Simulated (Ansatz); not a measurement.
Calculated with Ansatz (gas phase, PBE0-D4/def2-TZVP geometries, no zero-point term in ΔE). CCSD(T)/CBS is the MP2 limit (def2-TZVPP, def2-QZVPP) plus CCSD(T) − MP2 in def2-TZVPP, frozen cores. Functionals use def2-TZVPP. def2 core potentials past Kr. For Sn outer-core shells are correlated without core-valence functions, which leaves a few kJ/mol of doubt a bond. One conformer a species, not always the lowest.

Consider the redistribution: `C[Si](N)(O)F` + `[CH3][SnH2][SiH2]O` → `N[Si](O)(O)F` + `C[SiH2][SnH2][CH3]`.

```
         level  ΔE (kJ/mol)
       ωB97M-V        -30.6
MP2/def2-TZVPP        -34.4
```

Q: What does CCSD(T)/CBS give? (Best estimate.)

A: Ansatz gave: -33.1 kJ/mol. The listed levels differ from it by 2.5, -1.3 kJ/mol.

Largest T1 diagnostic among the species: 0.012.

From PBE to PBE0 (25 % exact exchange), in def2-TZVPP and without D4, ΔE moves by −3.7 kJ/mol.
